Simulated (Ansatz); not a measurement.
`CN[SiH2]O` → CH₃NH₂ + `O[SiH]` at 298.15 K and 1 bar (silylene formation by 1,1-elimination).

Calculated with Ansatz (gas phase, PBE0-D4/def2-TZVP geometries, no zero-point term in ΔE). CCSD(T)/CBS adds triple-zeta CCSD(T) − MP2 to the extrapolated MP2 energy (def2 sets, frozen cores). This one scheme is used for every species. One conformer a species, not always the lowest.

| species | CCSD(T)/CBS energy (Eh) | H − E (kJ/mol) | S (J/(mol·K)) |
| --- | --- | --- | --- |
| `CN[SiH2]O` | -461.28708 | 245.6 | 328.4 |
| CH₃NH₂ | -95.75281 | 180.0 | 240.4 |
| `O[SiH]` | -365.43832 | 65.7 | 241.9 |

H − E and S are ideal-gas, rigid-rotor, harmonic terms from PBE0-D4/def2-TZVP, for one conformer and one mirror image of each species. 1 Eh = 2625.50 kJ/mol, R = 8.31446 J/(mol·K).

Question: By hand: ΔE, ΔH, ΔS and ΔG.

Answer: ΔE = (-95.75281) + (-365.43832) − (-461.28708) = 0.09595 Eh = 251.9 kJ/mol. Δ(H − E) = 180.0 + 65.7 − 245.6 = 0.1, so ΔH = 252.0 kJ/mol. ΔS = 240.4 + 241.9 − 328.4 = 153.9 J/(mol·K). ΔG = 252.0 − 298.15 × (153.9)/1000 = 206.1 kJ/mol.

Question: By hand: the equilibrium constant, and the temperature at which ΔG would vanish if ΔH and ΔS stayed fixed.

Answer: log₁₀ K = −ΔG/(RT ln 10) = -36.1. ΔG = 0 at ΔH/ΔS = 1637 K.

The number of gas molecules changes by +1, which sets the sign of ΔS. A doubt of 5 kJ/mol in ΔE shifts log₁₀ K by 0.9 here. Other conformers and mirror images would add mixing entropy, several J/(mol·K) or more a flexible species. These are equilibria of isolated gas molecules and say nothing of rates. Largest T1 diagnostic: 0.016 (customary marks: 0.02 for closed shells, 0.045 for open ones).
